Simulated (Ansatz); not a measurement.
Start from `F[C@H]1O[Si@H]1[SiH3]` and change one atom or group to get `[SiH3][SiH]1CO1`.

Ansatz, PBE0-D4/def2-TZVP geometries, multiplicity 1. 

```csv
property,`F[C@H]1O[Si@H]1[SiH3]`
LUMO energy (PBE/def2-TZVPP) / eV,-2.04
HOMO energy (PBE0/def2-TZVPP) / eV,-7.47
HOMO–LUMO gap (ωB97M-V/def2-TZVPP) / eV,10.23
HOMO–LUMO gap (PBE0/def2-TZVPP) / eV,6.22
LUMO energy (ωB97M-V/def2-TZVPP) / eV,0.56
HOMO energy (B3LYP/def2-TZVPP) / eV,-7.27
```

Task: What does the change do to each property? (Estimate.)

Result: Ansatz gave: 
```json
{"property": "LUMO energy (PBE/def2-TZVPP) / eV", "`[SiH3][SiH]1CO1`": "-1.78", "shift": "0.26"}
{"property": "HOMO energy (PBE0/def2-TZVPP) / eV", "`[SiH3][SiH]1CO1`": "-7.52", "shift": "-0.05"}
{"property": "HOMO–LUMO gap (ωB97M-V/def2-TZVPP) / eV", "`[SiH3][SiH]1CO1`": "10.54", "shift": "0.31"}
{"property": "HOMO–LUMO gap (PBE0/def2-TZVPP) / eV", "`[SiH3][SiH]1CO1`": "6.55", "shift": "0.33"}
{"property": "LUMO energy (ωB97M-V/def2-TZVPP) / eV", "`[SiH3][SiH]1CO1`": "0.83", "shift": "0.27"}
{"property": "HOMO energy (B3LYP/def2-TZVPP) / eV", "`[SiH3][SiH]1CO1`": "-7.29", "shift": "-0.02"}
```

With PBE0 the HOMO falls by 0.05 eV and the LUMO rises by 0.28 eV, so the gap widens by about 0.33 eV. PBE moves the HOMO by -0.12 eV and ωB97M-V by -0.04 eV.

B3LYP here is the variant with VWN-RPA as its local correlation; programs differ in this.
